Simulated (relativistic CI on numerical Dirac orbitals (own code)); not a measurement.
Method of calculation: Dirac-Coulomb-Breit CI, orbitals from a KLI potential per configuration, model QED, unscaled Slater integrals (own radial code, finite nucleus).

Configurations in the expansion (outside the closed core [Ne]): 3s2 3p6 3d4, 3s2 3p5 3d5, 3s 3p6 3d5, 3s2 3p6 3d3 4s, 3s2 3p6 3d3 4p, 3s2 3p6 3d3 4d, 3s2 3p5 3d4 4s, 3s2 3p6 3d3 4f, 3s2 3p5 3d4 4p, 3s 3p6 3d4 4s, 3p6 3d5 4p, 3s 3p6 3d4 4p, 3s2 3p6 3d2 4s 4p, 3s2 3p6 3d3 5s, 3s 3p6 3d4 4d, 3s2 3p6 3d3 5p, 3s2 3p6 3d3 5d, 3s2 3p6 3d3 5g, 3s2 3p6 3d3 6s, 3p6 3d6, 3p5 3d7, 3p5 3d6 4s, 3p6 3d5 4s, 3p5 3d5 4s2, 3s2 3p6 3d2 4s2, 3s2 3p6 3d 4s2 4p, 3s2 3p6 3d 4s2 4d, 3s2 3p6 3d2 4p2, 3s2 3p6 3d 4s 4p2, 3s2 3p6 3d 4p3, 3s2 3p6 3d 4p2 4d, 3s2 3p5 3d2 4s 4p2, 3s2 3p6 3d2 4s 4d, 3s2 3p6 3d 4s 4p 4d, 3s2 3p6 3d 4s 4d2, 3s2 3p5 3d2 4s2 4d, 3s 3p6 3d3 4s2, 3s 3p6 3d2 4s2 4p, 3s 3p6 3d2 4s2 4d. Double excitations out of closed p, d and f shells are left out; levels of such configurations are missing from the list, as are those of other unlisted configurations, and high levels can miss mixing partners. These lack a partner that the ground configuration has and come out too high: 3s2 3p5 3d4 4p.

At this charge energies of transitions that change n are usually good to better than 1 %, and those within a shell (Δn = 0) to a few per cent.

Outline of the computed level scheme of Tb XLIV. Lowest level of each configuration: 3s2 3p6 3d4 3P_0 at 0.000 eV; 3s2 3p5 3d5 5D°_4 at 283.253 eV.

Some strong electric-dipole decays among the lowest 45 levels: 3s2 3p5 3d5 3D°_1 → 3s2 3p6 3d4 3P_0 (9.5e+11 s⁻¹); 3s2 3p5 3d5 5P°_1 → 3s2 3p6 3d4 3P_0 (3.5e+10 s⁻¹); 3s2 3p5 3d5 5D°_3 → 3s2 3p6 3d4 5D_2 (2.2e+10 s⁻¹); 3s2 3p5 3d5 3F°_2 → 3s2 3p6 3d4 5D_1 (2.2e+10 s⁻¹); 3s2 3p5 3d5 3D°_1 → 3s2 3p6 3d4 5D_1 (7.4e+09 s⁻¹); 3s2 3p5 3d5 5D°_3 → 3s2 3p6 3d4 3F_3 (5.8e+09 s⁻¹); 3s2 3p5 3d5 3F°_2 → 3s2 3p6 3d4 3F_3 (3.5e+09 s⁻¹); 3s2 3p5 3d5 3P°_2 → 3s2 3p6 3d4 3F_3 (3.4e+09 s⁻¹).

LS names give the leading component of a level, which can be under half, so a name can repeat, a term be missing and a line seem to break the LS rules.
